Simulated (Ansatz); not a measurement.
Reaction (redistribution): `C[O][SnH]([CH3])[SH]` + `COB(C)S` → `C[O][SnH]([SH])[O]C` + `CB(C)S`

Gas-phase electronic energies from Ansatz, PBE0-D4/def2-TZVP geometries. CCSD(T)/CBS adds triple-zeta CCSD(T) − MP2 to the extrapolated MP2 energy (def2 sets, frozen cores). DFT in def2-TZVPP. B3LYP here is the variant with VWN-RPA as its local correlation; programs differ in this. def2 core potentials past Kr. For Sn outer-core shells are correlated without core-valence functions, which leaves a few kJ/mol of doubt a bond. One conformer a species, not always the lowest.

```tsv
level	ΔE (kcal/mol)
r2SCAN-D4	21.0
B3LYP-D4	21.3
r2SCAN	21.0
MP2/def2-TZVPP	22.6
SCS-MP2/def2-TZVPP	22.1
CCSD(T)/def2-TZVPP	22.3
HF/def2-QZVPP	21.8
HF/CBS(def2)	21.8
```

**Question.** What does CCSD(T)/CBS give? (Best estimate.)

**Answer.** The calculation gave: +21.3 kcal/mol. The listed levels differ from it by -0.3, 0.0, -0.3, 1.3, 0.8, 1.0, 0.5, 0.5 kcal/mol.

Largest T1 diagnostic among the species: 0.014.

From PBE to PBE0 (25 % exact exchange), in def2-TZVPP and without D4, ΔE moves by +1.1 kcal/mol.
